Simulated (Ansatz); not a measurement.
C₂H₆BFN₂, SMILES C=C(F)B(N)N. Atoms are numbered in the order given.

```xyz
12

C      1.8776     0.6183    -0.0484
C      0.7891    -0.1296     0.1370
F      0.9555    -1.3705     0.6514
B     -0.7267     0.2241    -0.1660
N     -1.6674    -0.7850     0.1212
N     -1.0716     1.4881    -0.6937
H      1.7912     1.6241    -0.4619
H      2.8739     0.2475     0.2051
H     -1.3649    -1.6719     0.4980
H     -2.6637    -0.7050    -0.0183
H     -2.0198     1.7629    -0.9052
H     -0.3916     2.2061    -0.8905
```

Geometry optimised at PBE0-D3(BJ)/def2-SVP. This is a generated structure with no PubChem entry under its InChIKey; it may be hypothetical. One conformer was computed; it need not be the lowest.

Two levels are set side by side: PBE-D3(BJ)/def2-SVP (Ansatz, a quantum-chemistry and plane-wave program) and PBE0-D3(BJ)/def2-SVP (Ansatz). Each level has its own optimised geometry; the coordinates shown are those of the second. Differences are taken from unrounded values.

| quantity | PBE0-D3(BJ) | PBE-D3(BJ) | PBE-D3(BJ) minus PBE0-D3(BJ) |
|---|---|---|---|
| mean bond length (Å) | 1.210 | 1.220 | 0.009 |
| bond C1–C2 (Å) | 1.334 | 1.346 | 0.012 |
| bond C2–F3 (Å) | 1.354 | 1.370 | 0.017 |
| bond C2–B4 (Å) | 1.586 | 1.589 | 0.004 |
| bond B4–N5 (Å) | 1.409 | 1.418 | 0.009 |
| bond B4–N6 (Å) | 1.412 | 1.421 | 0.009 |
| bond C1–H7 (Å) | 1.091 | 1.099 | 0.008 |
| bond C1–H8 (Å) | 1.093 | 1.101 | 0.008 |
| bond N5–H9 (Å) | 1.010 | 1.018 | 0.008 |
| bond N5–H10 (Å) | 1.009 | 1.018 | 0.009 |
| bond N6–H11 (Å) | 1.010 | 1.018 | 0.009 |
| bond N6–H12 (Å) | 1.008 | 1.017 | 0.008 |

GGA bonds tend to be longer and softer than those of functionals with exact exchange. Differences between two approximate levels are no errors against the true value.
